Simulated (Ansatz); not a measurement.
Reactions of H3InS2 (`[SH][InH][SH]`).

Calculated with Ansatz (gas phase, PBE0-D4/def2-TZVP geometries, no zero-point term in ΔE). CCSD(T)/CBS adds triple-zeta CCSD(T) − MP2 to the extrapolated MP2 energy (def2 sets, frozen cores). This one scheme is used for every species, atoms too. DFT in def2-TZVPP. B3LYP here is the variant with VWN-RPA as its local correlation; programs differ in this. Open shells (•) are unrestricted, without spin–orbit coupling. def2 core potentials past Kr. For Ge, In outer-core shells are correlated without core-valence functions, so the limit isn't a true one: a few kJ/mol of doubt a bond, and 10 to 20 or more in all where bonds break to atoms. Scalar relativity is left out up to krypton. One conformer a species, not always the lowest.

```tsv
reaction	B3LYP-D4 (eV)	r2SCAN-D4 (eV)	CCSD(T)/CBS(def2) (eV)
`[SH][InH][SH]` + `C[N](C)[Ge][F]` → `C[N](C)[InH][SH]` + `[F][Ge][SH]`	0.76	0.79	0.75
`[SH][InH][SH]` + `O[SiH2]O[SiH](F)F` → `[OH][InH][SH]` + `F[SiH](F)O[SiH2]S`	1.12	1.10	1.10
`[SH][InH][SH]` + `[OH][In]([F])[F]` → `[F][InH][SH]` + `[OH][In]([F])[SH]`	-0.28	-0.28	-0.25
`[SH][InH][SH]` + H• → `[SH][In][SH]`• + H₂	-1.80	-1.68	-1.58
```

Largest T1 diagnostic: 0.018, for `[SH][In][SH]`•.
